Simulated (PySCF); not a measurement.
C2H7BF2O.
Numbering: `[CH3:1][O+:2]([BH2-:3][F:4])[CH2:5][F:6]` (hydrogens: H7, H8, H9 on C1; H10, H11 on B3; H12, H13 on C5)

Method: PySCF, PBE0-D3(BJ)/def2-SVP geometry optimisation, gas phase; density fitting, grid level 1; the optimiser is geomeTRIC in internal coordinates, started from a GFN2-xTB structure with every atom displaced at random (about 0.01 Å).

Step 0: E = -10327.0785 eV
```
atom  x, y, z in Å  |  force x, y, z in eV/Å
C1     -1.1646   -0.7650   -0.1188   -1.313   1.835  -0.040
O2     -0.0760    0.0675   -0.5078    0.692  -0.493   0.178
B3      1.4073   -0.6808   -0.0881    0.466   0.388   0.736
F4      1.3993   -0.6293    1.2847   -0.347   0.009   0.449
C5     -0.1163    1.3334    0.0586   -0.719   1.549   0.232
F6     -1.1972    2.0187   -0.4208    0.217  -0.330  -0.181
H7     -2.1019   -0.2225   -0.3727    0.370  -0.282   0.122
H8     -1.1321   -0.9577    0.9409    0.166  -0.190   0.766
H9     -1.1121   -1.6562   -0.6737    0.249  -1.429  -0.900
H10     2.2370    0.0481   -0.5265    0.263   0.555  -0.660
H11     1.3161   -1.7713   -0.5147   -0.384  -0.864  -0.629
H12     0.7931    1.8837   -0.2249    0.084  -0.363  -0.063
H13    -0.2466    1.3143    1.1535    0.255  -0.384  -0.009
```

Task: Estimate the geometry and energy of step 1. (The exact step hangs on the optimiser's Hessian estimate; all steps are aligned on step 0, rigid shifts and turns removed.)

Result: E = -10327.2545 eV, largest force 0.792 eV/Å
```
atom  x, y, z in Å  |  force x, y, z in eV/Å
C1     -1.1834   -0.7566   -0.0767    0.340  -0.448  -0.227
O2     -0.0501    0.0512   -0.4234   -0.184   0.286   0.287
B3      1.4564   -0.6793   -0.0502   -0.396   0.029  -0.320
F4      1.4208   -0.6948    1.3204    0.126  -0.046   0.136
C5     -0.1426    1.3832    0.0611    0.307  -0.571  -0.455
F6     -1.1247    2.0013   -0.6145   -0.111   0.184   0.119
H7     -2.0954   -0.1878   -0.2653   -0.148   0.115  -0.015
H8     -1.0972   -1.0641    0.9778   -0.075   0.013  -0.061
H9     -1.1431   -1.6401   -0.7389   -0.045   0.228   0.244
H10     2.2050    0.1380   -0.5553    0.133  -0.049   0.057
H11     1.2756   -1.7495   -0.6087    0.192  -0.027   0.102
H12     0.8383    1.8172   -0.1786   -0.074   0.144   0.129
H13    -0.3537    1.3644    1.1420   -0.067   0.142   0.003
```

The energy changes by -0.1760 eV. The first-order estimate −F·Δx gives -0.4748 eV and the mean of the old and new forces, exact on a quadratic surface, -0.1701 eV. The step makes an angle of 72° with the force vector and moves no atom by more than 0.208 Å.

What follows is the cost of the whole optimisation. On an Arm Neoverse V2 with one thread, shared host with 96 logical CPUs at a one-minute load of 28, this took 59 s of wall time and 0.52 GiB of memory at its peak.
